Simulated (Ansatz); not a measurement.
```yaml
crystal:
  periodic: [false, false, false]
  atoms:
    - {symbol: O, position_ang: [-1.235208, -1.269978, 0.156303]}
    - {symbol: Nb, position_ang: [-0.270817, 0.114870, 0.079047]}
    - {symbol: O, position_ang: [1.156101, -0.082714, 1.296240]}
    - {symbol: O, position_ang: [0.405536, 0.274365, -1.674168]}
    - {symbol: Cl, position_ang: [-1.564671, 1.947134, 0.626341]}
    - {symbol: H, position_ang: [1.336989, -0.788316, 1.919781]}
    - {symbol: H, position_ang: [0.233469, -0.263260, -2.449244]}
basis:
  gaussian: {orbitals: ANO-RCC-VTZP, point_charges: [{charge: -1.00, position_ang: [4.733, -0.906, 0.909]}]}
hamiltonian: {xc: {name: B97M-V}}
multiplicity: 3
output: {forces: true}
```

```sh
$ ansatz run in.yaml --threads 4 --pin off --events-out ev --progress --plain --max-ram 10444MiB
```

Output, abridged:

```
Error: YAML parse error: error: line 14 column 1: unknown field `multiplicity`, expected one of crystal, accuracy, basis, kpoints, hamiltonian, magnetization, projection, total_charge, correlation, batch, efield, external_charges, scf, relax, neb, saddle, md, ramp, phonons, dielectric, real_time, elastic, magnetic_configurations, gw, evaluate, workflow, output, checkpoint, execution
12 |   gaussian: {orbitals: ANO-RCC-VTZP, point_charges: [{charge: -1.…
13 | hamiltonian: {xc: {name: B97M-V}}
14 | multiplicity: 3
15 | output: {forces: true}
```

In this input the input holds a key that doesn't belong there. The program refused the input.
